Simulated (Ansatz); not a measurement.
Correlation energies of CH$_{9}$AlSi$_{2}$, SMILES `[CH3][Al]([SiH3])[SiH3]` by basis set

```
atom    x (Å)    y (Å)    z (Å)
  C1   1.5453  -1.5110  -0.0433
 Al2   0.1503  -0.1422   0.0351
 Si3  -0.7559   0.7345  -2.0820
 Si4  -0.7326   0.7252   2.1631
  H5   1.9078  -1.8173   0.9401
  H6   1.1715  -2.4024  -0.5596
  H7   2.4009  -1.1551  -0.6273
  H8  -1.8078   1.7741  -1.8959
  H9  -1.3587  -0.3603  -2.9001
 H10   0.3231   1.3438  -2.9161
 H11  -0.1078   0.1185   3.3741
 H12  -2.2041   0.4900   2.2583
 H13  -0.5321   2.2021   2.2536
```

Charge 0, multiplicity 1. The structure was optimised at the PBE0-D4/def2-TZVP level. Frozen core, restricted reference, Ansatz 0.2.0. CBS rows extrapolate triple and quadruple zeta; past MP2 they add the triple-zeta difference.

| basis | HF (Eh) | MP2 corr. | CCSD corr. | (T) | CCSD(T) total |
| --- | --- | --- | --- | --- | --- |
| def2-SVP | -862.58908 | -0.41454 | -0.49075 | -0.01309 | -863.09292 |
| def2-TZVPP | -862.92271 | -0.51485 | -0.58929 | -0.02082 | -863.53282 |
| def2-QZVPP | -862.94939 | -0.54998 | – | – | – |
| CBS(def2) | -862.95307 | -0.57600 | -0.65044 | as TZ | -863.62433 |
